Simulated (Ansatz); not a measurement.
Reaction (homolysis of the Ge–H bond): `[F][GeH2][F]` → `[F][GeH][F]`• + H•

Calculated with Ansatz (gas phase, PBE0-D4/def2-TZVP geometries, no zero-point term in ΔE). CCSD(T)/CBS adds triple-zeta CCSD(T) − MP2 to the extrapolated MP2 energy (def2 sets, frozen cores). This one scheme is used for every species, atoms too. DFT in def2-TZVPP. Open shells (•) are unrestricted, without spin–orbit coupling. Bonds to Ge are less sure, by a few kJ/mol each and by 10 to 20 or more in all where they break to atoms, as the def2 sets lack core-valence functions. Scalar relativity is left out up to krypton.

```json
{"species": "`[F][GeH2][F]`", "PBE0 energy (Eh)": "-2277.59696"}
{"species": "`[F][GeH][F]`•", "PBE0 energy (Eh)": "-2276.95941"}
{"species": "H•", "PBE0 energy (Eh)": "-0.50104"}
```

(1) Work out ΔE.

Largest T1 diagnostic among the species: 0.015.

Answers

(1) ΔE = (-2276.95941) + (-0.50104) − (-2277.59696) = 0.13651 Eh = +85.7 kcal/mol. CCSD(T)/CBS gives +92.8 kcal/mol.

From r2SCAN to r2SCAN0 (25 % exact exchange), in def2-TZVPP and without D4, ΔE moves by +1.3 kcal/mol. Leaving LDA and LC-ωPBE aside and taking each functional with its dispersion term where it has one, the values, not all of them listed here, spread over 7.8 kcal/mol, from revPBE-D4 to ωB97X-V. LDA lies +10.0 kcal/mol from PBE without D4, its usual overbinding. At CCSD(T), def2-SVP lies −3.8 kcal/mol from the extrapolated value and def2-TZVPP −1.8 kcal/mol: correlation converges slowly with the basis, and small sets miss more of it in the bonded molecule than in its fragments.
